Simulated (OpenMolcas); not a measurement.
# Rb: effect of the active space

- Program: OpenMolcas 26.06
- Method: CASSCF
- Basis: ANO-RCC-VDZ
- Scalar Hamiltonian: DKH4, point nucleus
- Spin-orbit coupling: RASSI with atomic mean-field integrals over the reference wave functions, term energies averaged over their components

A. 1 electron in 4 orbitals (5s 5p); 2S+1 = 2 even, 1 root; 2S+1 = 2 odd, 3 roots; cost of the order of 6 core-seconds
B. 1 electron in 8 orbitals (5s 5p 6s 6p); 2S+1 = 2 even, 1 root; 2S+1 = 2 odd, 3 roots; cost of the order of 8 core-seconds

Energies in cm⁻¹ above 5s ²S_1/2, the measured ground level; measured values from NIST Handbook of Basic Atomic Spectroscopic Data.

```tsv
Level	A	B	Measured
5s ²S_1/2	0.0	0.0	0.0
5p ²P°_1/2	10739	10739	12579
5p ²P°_3/2	10879	10879	12817
```

Deviations, from unrounded energies. A percentage is the sum of absolute deviations over the sum of measured energies, with the sign that they share, or ± where signs differ.

```json
{"Against measurement": "mean absolute deviation (cm-1)", "Levels": "2", "A": "1900", "B": "1900"}
{"Against measurement": "other configurations (%)", "Levels": "2", "A": "-14.9", "B": "-14.9"}
```

A, B lie about equally close to measurement. The largest miss of A in the table is 5p ²P°_3/2, by -1900 cm-1. The ranking rests on the paired levels alone, and a cruder setting can come out closer through cancelling errors.

Between A and B no level of the table moves by more than 5 cm-1.

ANO sets are built for ground and valence states and can reach diffuse excited orbitals poorly. With one active electron the reference holds no correlation, so core polarisation is missing. With one active electron outside closed inactive shells, the extra shells (6p 6s) add no correlation to the reference (holds for B). Measured partners are found by configuration, term and J. A level has none where our copy of the source lacks it or the pairing is in doubt (some pairs that miss far off the trend of their configuration count as doubtful), and it then counts in no deviation. Levels of configurations outside the active space are missing.

° marks odd parity.
